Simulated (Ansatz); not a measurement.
System: C2H7Si, net charge 0, doublet state. It need not be the lowest isomer of its formula. SMILES: CC[SiH2]
Structure (B3LYP-D3(BJ)/def2-TZVP (Ansatz, a quantum-chemistry and plane-wave program) minimum search):
```
C
H 1 1.0934
H 1 1.0934 2 106.23
C 1 1.5373 2 110.20 3 -119.36
H 4 1.0916 1 111.34 2 -61.53
H 4 1.0916 5 107.55 1 122.24
H 4 1.0931 5 107.69 6 115.80
Si 1 1.8883 2 108.40 3 116.32
H 8 1.4890 1 111.09 2 -176.76
H 8 1.4890 9 108.91 1 122.67
```
Charge 0, spin multiplicity 2.

Wanted: atomisation energy (electronic, to ground-state atoms), in kcal/mol. Valence correlation only, unless marked. UHF or UKS for open shells. Spin-orbit coupling is left out. No relativistic terms. The coupled-cluster limit lacks core correlation, which all-electron functionals hold. CBS marks a two-point X^-3 extrapolation of the correlation energy; Hartree-Fock from the larger set.

| level | program | atomisation energy (kcal/mol) |
|---|---|---|
| B2GP-PLYP-D3(BJ)/def2-TZVPD | Ansatz + dftd3 | 813.1 |
| B2PLYP-D3(BJ)/def2-TZVPD | Ansatz + dftd3 | … |
| CCSD/6-31G* | Ansatz | … |
| CCSD(T)/CBS(aug-cc-pV(T+d)Z,aug-cc-pV(Q+d)Z) | Ansatz | 822.6 |

Q: What belongs in the gaps?

A: 
- B2PLYP-D3(BJ)/def2-TZVPD, atomisation energy (kcal/mol): 815.1
- CCSD/6-31G*, atomisation energy (kcal/mol): 739.9
